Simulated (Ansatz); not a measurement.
Geometry optimisation, RKS PBE0/def2-SVP in Ansatz.

Input file:

```yaml
crystal:
  periodic: [false, false, false]
  atoms:
    - { symbol: Al, position_ang: [0.087688, -1.258148, -0.113714] }
    - { symbol: Cl, position_ang: [-2.438027, 1.104686, 0.561578] }
    - { symbol: Cl, position_ang: [-0.585258, -2.167685, -1.880029] }
    - { symbol: Cl, position_ang: [0.084663, -2.421486, 1.631882] }
    - { symbol: H, position_ang: [-1.220582, 1.54225, 0.351765] }
    - { symbol: C, position_ang: [0.87658, 0.537277, -0.130584] }
    - { symbol: H, position_ang: [0.439813, 1.175987, -0.914754] }
    - { symbol: H, position_ang: [0.801042, 1.029608, 0.8522] }
    - { symbol: H, position_ang: [1.954081, 0.457413, -0.358443] }
basis:
  gaussian: { orbitals: def2-SVP }
hamiltonian:
  xc: pbe0
relax:
  f_tol: 0.03
  max_steps: 50
```

Command:

```bash
$ ansatz run input.yaml --threads 2 --pin off --max-ram 3072MiB --backend cpu --events-out ev --progress --plain --runs-dir out
```

Problem. Where does it end, and by what steps?

Solution. The forces met the threshold. After 8 steps the energy has fallen by 0.225 eV; Cl2 moved furthest, 0.73 Å. Joined: Al1–Cl2 (3.52 → 2.66 Å).

```json
{"step": "0", "energy less start (eV)": "0.0000", "largest force component (eV/Å)": "0.673", "accepted": "yes"}
{"step": "1", "energy less start (eV)": "-0.0333", "largest force component (eV/Å)": "1.151", "accepted": "yes"}
{"step": "2", "energy less start (eV)": "-0.0867", "largest force component (eV/Å)": "1.082", "accepted": "yes"}
{"step": "3", "energy less start (eV)": "-0.1734", "largest force component (eV/Å)": "0.698", "accepted": "yes"}
{"step": "4", "energy less start (eV)": "-0.2052", "largest force component (eV/Å)": "0.443", "accepted": "yes"}
{"step": "5", "energy less start (eV)": "-0.1851", "largest force component (eV/Å)": "0.439", "accepted": "no"}
{"step": "6", "energy less start (eV)": "-0.2205", "largest force component (eV/Å)": "0.334", "accepted": "yes"}
{"step": "7", "energy less start (eV)": "-0.2240", "largest force component (eV/Å)": "0.101", "accepted": "yes"}
{"step": "8", "energy less start (eV)": "-0.2246", "largest force component (eV/Å)": "0.019", "accepted": "yes"}
```

```xyz
9
Properties=species:S:1:pos:R:3
Al -0.097 -0.999 -0.057
Cl -2.297 0.398 0.474
Cl -0.784 -1.935 -1.824
Cl -0.101 -2.197 1.685
H -1.687 1.535 0.451
C 1.048 0.568 -0.162
H 0.747 1.258 -0.967
H 1.092 1.124 0.789
H 2.080 0.249 -0.389
```

Whether the end is a true minimum wasn't checked by a vibrational analysis.

Time of the run: 17 s on 2 threads of Intel(R) Xeon(R) 6975P-C (Granite Rapids), on a shared host, peak memory 0.27 GiB.
